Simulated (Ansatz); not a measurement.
Reaction (redistribution): `C#[C][Sn]([F])([F])[F]` + `FB(F)Br` → `[F][Sn]([F])([F])[Br]` + `C#CB(F)F`

Program: Ansatz. Geometries: PBE0-D4/def2-TZVP. ΔE: electronic, gas phase. CCSD(T)/CBS adds triple-zeta CCSD(T) − MP2 to the extrapolated MP2 energy (def2 sets, frozen cores). DFT in def2-TZVPP. B3LYP here is the variant with VWN-RPA as its local correlation; programs differ in this. HSE06 is defined as in plane-wave codes. Elements past krypton have def2 core potentials. For Br, Sn outer-core shells are correlated without core-valence functions, which leaves a few kJ/mol of doubt a bond. Scalar relativity is left out up to krypton.

| level | ΔE (kJ/mol) | difference from CCSD(T)/CBS |
| --- | --- | --- |
| LDA (SPW92) | -59.0 | -6.4 |
| PBE-D4 | -61.3 | -8.7 |
| revPBE-D4 | -59.4 | -6.8 |
| BLYP-D4 | -65.6 | -13.0 |
| B97M-V | -64.0 | -11.4 |
| PBE0-D4 | -58.6 | -6.0 |
| B3LYP-D4 | -63.5 | -10.9 |
| r2SCANh-D4 | -60.2 | -7.6 |
| r2SCAN0-D4 | -58.6 | -6.0 |
| HSE06-D4 | -59.0 | -6.4 |
| BHLYP-D4 | -62.5 | -9.9 |
| CAM-B3LYP-D4 | -58.7 | -6.1 |
| ωB97X-V | -53.5 | -0.9 |
| ωB97M-V | -54.0 | -1.4 |
| B2PLYP | -56.6 | -4.0 |
| PBE | -61.9 | -9.3 |
| revPBE | -61.8 | -9.2 |
| BLYP | -67.4 | -14.8 |
| r2SCAN | -61.5 | -8.9 |
| PBE0 | -59.1 | -6.5 |
| B3LYP | -64.6 | -12.0 |
| r2SCANh | -60.3 | -7.7 |
| r2SCAN0 | -58.8 | -6.2 |
| HSE06 | -59.4 | -6.8 |
| BHLYP | -62.7 | -10.1 |
| CAM-B3LYP | -59.2 | -6.6 |
| RPA@PBE/def2-TZVPP | -37.9 | 14.7 |
| HF/def2-SVP | -60.1 | -7.5 |
| MP2/def2-SVP | -51.5 | 1.1 |
| CCSD(T)/def2-SVP | -52.3 | 0.3 |
| HF/def2-TZVPP | -60.9 | -8.3 |
| SCS-MP2/def2-TZVPP | -42.9 | 9.7 |
| CCSD/def2-TZVPP | -44.0 | 8.6 |
| CCSD(T)/def2-TZVPP | -42.5 | 10.1 |
| HF/def2-QZVPP | -63.0 | -10.4 |
| MP2/def2-QZVPP | -47.9 | 4.7 |
| SCS-MP2/def2-QZVPP | -49.1 | 3.5 |
| HF/CBS(def2) | -63.3 | -10.7 |
| MP2/CBS(def2) | -51.5 | 1.1 |
| CCSD/CBS(def2) | -54.1 | -1.5 |
| CCSD(T)/CBS | -52.6 | 0 |

Largest T1 diagnostic among the species: 0.015.

In def2-TZVPP, CCSD(T) changes the Hartree–Fock value by +18.4 kJ/mol (the triples alone add +1.4 kJ/mol) and MP2 by +19.6 kJ/mol. From BLYP to BHLYP (50 % exact exchange), in def2-TZVPP and without D4, ΔE moves by +4.7 kJ/mol. Leaving LDA and LC-ωPBE aside and taking each functional with its dispersion term where it has one, the values, not all of them listed here, spread over 14.7 kJ/mol, from BLYP-D4 to PBE-QIDH.
